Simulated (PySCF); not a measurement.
Fractional electron number in Ag²⁺ (silver, charge +2)

The 4d beta orbital of [Kr] 4d9 is emptied in steps (occupation f), with all orbitals relaxed, ending at [Kr] 4d8. Computed with PySCF 2.14 in x2c-TZVPall (8s6p6d1f, 63 functions), with the spin-free X2C one-electron Hamiltonian (Gaussian nucleus). The exact energy is a straight line in f; departures are measured from the line between the end points of the same method.

| f | M06-2X (eV) |
| --- | --- |
| 1 | 0.000 |
| 0.9 | -0.251 |
| 0.7 | -0.594 |
| 0.5 | -0.718 |
| 0.3 | -0.611 |
| 0.1 | -0.267 |
| 0 | 0.000 |

```json
{"method": "M06-2X", "E(f=0) − E(f=1) (eV)": "35.196", "−ε at f=1 (eV)": "32.435", "−ε at f=0.5 (eV)": "35.147"}
```

Orbital energy along the path (eV):

```json
{"f": "1", "M06-2X": "-32.435"}
{"f": "0.9", "M06-2X": "-32.948"}
{"f": "0.7", "M06-2X": "-34.017"}
{"f": "0.5", "M06-2X": "-35.147"}
{"f": "0.3", "M06-2X": "-36.320"}
{"f": "0.1", "M06-2X": "-37.533"}
{"f": "0", "M06-2X": "-38.200"}
```

Reference removal energy between the ground levels: 34.8 ± 0.3 eV (semi-empirical (NIST evaluation); NIST Atomic Spectra Database, ionization energies). The calculation has no spin-orbit coupling. The determinant left behind need not be the lowest term of the ion.
